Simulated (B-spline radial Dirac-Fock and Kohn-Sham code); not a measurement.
Compton profile of Cd¹²⁺

System: the Cd¹²⁺ ion in the configuration [Ar] 3d10 4s2 4p6.

Input file task.json (cfg lists n, l and occupation; rrms is the nuclear radius in fm):

```json
{"items": [{
  "Z": 48,
  "q": 12,
  "cfg": [[1, 0, 2], [2, 0, 2], [2, 1, 6], [3, 0, 2], [3, 1, 6], [3, 2, 10], [4, 0, 2], [4, 1, 6]],
  "A": 114,
  "rrms": 4.6087,
  "do": ["scatter"],
  "s": [0.0, 0.06, 0.07, 0.08, 0.1, 0.13, 0.16, 0.2, 0.24, 0.3, 0.37, 0.45, 0.56, 0.69, 0.85, 1.06, 1.3, 1.61, 1.98, 2.45, 3.02, 3.73, 4.61],
  "pz": [0, 0.1, 0.15, 0.21, 0.31, 0.44, 0.64, 0.93, 1.4, 2.0, 2.9, 4.1, 6.0, 8.7, 13.0, 18.0, 27.0, 39.0, 56.0, 82.0, 120.0],
  "hv_scatter": [1000, 10000, 17479.3, 50000, 100000, 200000, 500000, 1000000]
}]}
```

Run with: `python xray_run.py task.json out`

These are calculated numbers from a radial B-spline solver; the model is the impulse approximation on configuration-average Dirac-Fock orbitals. pz is in atomic units of momentum; subshell profiles are per electron, for a selection of subshells; open shells are spread over both j values by their weights.

```csv
pz,J total,J 1s1/2,J 2s1/2,J 4s1/2,J 4p3/2
0,3.548,0.0171,0.0615,0.303,0.199
0.21,3.534,0.0171,0.0614,0.297,0.199
0.31,3.518,0.0171,0.0614,0.290,0.199
0.44,3.487,0.0171,0.0613,0.277,0.199
0.64,3.419,0.0171,0.0611,0.251,0.197
0.93,3.274,0.0171,0.0607,0.204,0.191
1.4,2.942,0.0170,0.0596,0.125,0.166
2,2.439,0.0170,0.0578,0.0570,0.114
2.9,1.830,0.0169,0.0540,0.0286,0.0434
4.1,1.414,0.0167,0.0476,0.0257,0.0129
6,0.9869,0.0163,0.0358,0.00806,0.0105
8.7,0.5431,0.0155,0.0205,0.00217,0.00304
13,0.2458,0.0139,0.00636,0.00134,0.000556
18,0.1193,0.0116,0.00190,0.000254,0.000479
27,0.04165,0.00771,0.00145,6.05e-05,0.000151
39,0.01422,0.00400,0.000902,4.24e-05,2.50e-05
56,0.004264,0.00151,0.000303,1.40e-05,2.81e-06
82,0.0009659,0.000382,6.35e-05,2.82e-06,< 1e-6
120,0.0001830,7.61e-05,1.09e-05,< 1e-6,< 1e-6
```

J(0) = 3.548. The 4p3/2 subshell gives the largest part, 22 %.

Mean momentum ⟨p⟩ by subshell (a.u.): 1s1/2 43.6, 2s1/2 15.4, 2p1/2 20.6, 2p3/2 19.7, 3s1/2 7.39, 3p1/2 8.83, 3p3/2 8.56, 3d3/2 10.1, 3d5/2 10.0, 4s1/2 3.69, 4p1/2 4.10, 4p3/2 4.02.
